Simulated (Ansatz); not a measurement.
`[F][Zr]([Cl])([Cl])[Br]` + HCl → `[Cl][Zr]([Cl])([Cl])[Br]` + H–F  (ligand exchange at a Zr–F bond)

Computed with Ansatz on PBE0-D4/def2-TZVP structures; ΔE is electronic, products minus reactants. CBS: MP2 limit from def2 TZ/QZ plus the TZ coupled-cluster correction, frozen cores. This one scheme is used for every species. def2 core potentials past Kr. For Br, Zr outer-core shells are correlated without core-valence functions, which leaves a few kJ/mol of doubt a bond. Scalar relativity is left out up to krypton.

`[F][Zr]([Cl])([Cl])[Br]`:

Cartesian coordinates in Å:
```
F -0.909 1.740 -0.130
Zr -0.023 0.092 0.009
Cl 2.095 0.290 -0.920
Cl 0.155 -0.486 2.249
Br -1.318 -1.636 -1.208
```

HCl:

Z-matrix (Å, degrees):
```
Cl
H 1 1.279
```

`[Cl][Zr]([Cl])([Cl])[Br]`:

Z-matrix (Å, degrees):
```
Zr
Cl 1 2.314
Cl 1 2.314 2 109.4
Br 1 2.472 2 109.5 3 120.1
Cl 1 2.314 2 109.4 3 -119.9
```

H–F:

Cartesian coordinates in Å:
```
F -0.363 0.280 0.036
H 0.363 -0.280 -0.036
```

```json
{"level": "HF/def2-TZVPP", "ΔE (kJ/mol)": "21.6"}
{"level": "MP2/def2-TZVPP", "ΔE (kJ/mol)": "4.5"}
```

(1) What does CCSD(T)/CBS give? (An estimate is asked.)

Largest T1 diagnostic among the species: 0.015.

Answers

(1) Computed: +9.7 kJ/mol. The listed levels differ from it by 11.9, -5.2 kJ/mol.

The D4 term adds −6.5 kJ/mol with B3LYP and −3.7 kJ/mol with PBE0; it sums over pairs of atoms, weighted by their polarisabilities, and B3LYP, whose exchange is more repulsive, gets the larger term. From BLYP to BHLYP (50 % exact exchange), in def2-TZVPP and without D4, ΔE moves by −9.5 kJ/mol. At CCSD(T), def2-SVP lies +17.7 kJ/mol from the extrapolated value and def2-TZVPP +4.2 kJ/mol.

B3LYP here is the variant with VWN-RPA as its local correlation; programs differ in this.
